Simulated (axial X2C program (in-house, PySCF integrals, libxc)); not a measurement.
Values are calculated unless marked as measured or tabulated.
**CuF: input and output**

Program: an in-house relativistic program for diatomic molecules.

The run was started with this input:
```json
{
 "zs": [
  29,
  9
 ],
 "q": 0,
 "bas": [
  "dyall-v3z",
  "dyall-v3z"
 ],
 "levels": [
  "PBE0",
  "HF",
  "TPSS",
  "r2SCAN"
 ],
 "cc": false,
 "r0": 1.76,
 "npts": 10,
 "nst": 2,
 "ntry": 6
}
```
```bash
python so2c.py task.json out
```

Keys: zs atomic numbers; q charge; bas basis sets; levels methods; cc coupled cluster on or off; r0 starting distance in Å; npts points on the curve; nst determinants followed; ntry starts of the search. HF also brings MP2.

Output of the r2SCAN step, two-component, at R = 1.748 Å for the state Ω = 0. It starts from PBE0 orbitals of this distance.

```
two-component X2C + atomic mean field  r2SCAN
basis functions 143  fitting functions 831  grid points 5075
iter        total energy     max residual
   1      -1754.275813089     4.44e-02
   2      -1754.273185843     3.02e-02
   3      -1754.250505627     7.69e-02
   4      -1754.277547909     7.41e-03
   5      -1754.278054804     4.34e-03
   6      -1754.278186225     4.78e-04
   7      -1754.278187859     1.44e-04
   8      -1754.278187969     1.68e-05
   9      -1754.278187972     2.70e-06
  10      -1754.278187972     2.62e-07
converged
one-electron -2601.74355774  Coulomb 847.42383550  exact exchange 0.00000000  xc functional -78.45622112  nuclear repulsion 79.01330209  atomic mean-field constant -0.51554670
```
Energies are in hartree; totals compare only within one Hamiltonian and basis.
